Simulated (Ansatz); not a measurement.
One change: `CB([SiH3])S` becomes `CB(S)CCl`.

Ansatz, PBE0-D4/def2-TZVP geometries, multiplicity 1. Each molecule was computed in one conformer, which needn't be the lowest.

```csv
property,`CB([SiH3])S`
HOMO–LUMO gap (ωB97M-V/def2-TZVPP) / eV,10.83
size of the dipole moment (B3LYP/def2-TZVPP) / D,1.75
LUMO energy (PBE/def2-TZVPP) / eV,-2.28
size of the dipole moment (ωB97M-V/def2-TZVPP) / D,1.77
HOMO energy (PBE/def2-TZVPP) / eV,-6.89
HOMO energy (ωB97M-V/def2-TZVPP) / eV,-10.22
```

(1) What does the change do to each property? (An estimate is asked.)

Answers

(1) The calculation gave: 
| property | `CB(S)CCl` | shift |
| --- | --- | --- |
| HOMO–LUMO gap (ωB97M-V/def2-TZVPP) / eV | 11.61 | 0.78 |
| size of the dipole moment (B3LYP/def2-TZVPP) / D | 1.71 | -0.04 |
| LUMO energy (PBE/def2-TZVPP) / eV | -1.65 | 0.63 |
| size of the dipole moment (ωB97M-V/def2-TZVPP) / D | 1.71 | -0.06 |
| HOMO energy (PBE/def2-TZVPP) / eV | -6.90 | -0.01 |
| HOMO energy (ωB97M-V/def2-TZVPP) / eV | -10.28 | -0.06 |

Dipoles are sizes alone; their direction can turn.

B3LYP here is the variant with VWN-RPA as its local correlation; programs differ in this.
